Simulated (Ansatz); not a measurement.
Reaction (SMILES): [Ge][Cl] (Cl-Ge) → Cl atom + Ge atom
B3LYP-D3(BJ)/def2-TZVP geometries, fixed; electronic energies without zero-point terms.
Largest species:
```
Ge
Cl 1 2.1967
```
Charge 0, spin multiplicity 2.

Basis-set convergence of the atomisation energy at PBE with Ansatz (a program for electronic structure). Cartesian d functions, on some or all atoms, in 6-31G; all else is spherical. The program fits the integrals of some runs and decomposes those of others, by size. Open shells are unrestricted. No added dispersion term, no relativity. Functions are those of the species that has most. Reference: the value in aug-cc-pV(5+d)Z, 99.24 kcal/mol, itself unsure by roughly 0.11 kcal/mol (its mean distance from pcseg-4, aug-pcseg-3, aug-cc-pV(Q+d)Z). Deviations are taken from unrounded values.

| basis | functions | atomisation energy (kcal/mol) | minus reference (kcal/mol) |
|---|---|---|---|
| 6-31G | 42 | 88.54 | -10.70 |
| pcseg-1 | 45 | 96.12 | -3.12 |
| def2-SVP | 50 | 98.82 | -0.42 |
| aug-cc-pV(D+d)Z | 68 | 97.81 | -1.44 |
| pcseg-2 | 77 | 98.07 | -1.17 |
| def2-TZVP | 85 | 99.73 | 0.49 |
| aug-pcseg-2 | 109 | 98.87 | -0.38 |
| def2-QZVPP | 159 | 99.23 | -0.02 |
| aug-cc-pV(Q+d)Z | 182 | 99.29 | 0.05 |
